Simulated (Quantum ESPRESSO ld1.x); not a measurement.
Question: I3+, 50 electrons, occupied as [Kr] 4d10 5s1.5 5p2 6p0.5 (fractional occupations, a model configuration). Calculated with ld1.x of Quantum ESPRESSO 7.5: Dirac Kohn-Sham, PW86 exchange with PBE correlation, spin-unpolarised, spherical densities, point nucleus; open shells fill j = l - 1/2 first.

Spin-orbit splittings of the eigenvalues, e(l+1/2) - e(l-1/2), with zeta = 2 splitting/(2l+1) and mean radii in bohr:

| shell | occ. | splitting (eV) | zeta (eV) | <r> j=l-1/2 | <r> j=l+1/2 |
|---|---|---|---|---|---|
| 2p | 6 | 298.7 | 199.2 | 0.09846 | 0.1041 |
| 3p | 6 | 56.22 | 37.48 | 0.3039 | 0.3154 |
| 3d | 10 | 11.81 | 4.724 | 0.2864 | 0.2901 |
| 4p | 6 | 10.90 | 7.265 | 0.7721 | 0.7997 |
| 4d | 10 | 1.722 | 0.6887 | 0.9082 | 0.9190 |
| 5p | 2 | ? | ? | 2.043 | 2.110 |
| 5d | 0 | 0.1685 | 0.06741 | 2.854 | 2.878 |
| 6p | 0.5 | 0.3780 | 0.2520 | 4.402 | 4.501 |
| 7p | 0 | 0.1641 | 0.1094 | 7.597 | 7.741 |

Estimate the 5p splitting.

Answer: 1.485 eV (zeta = 0.9901 eV).
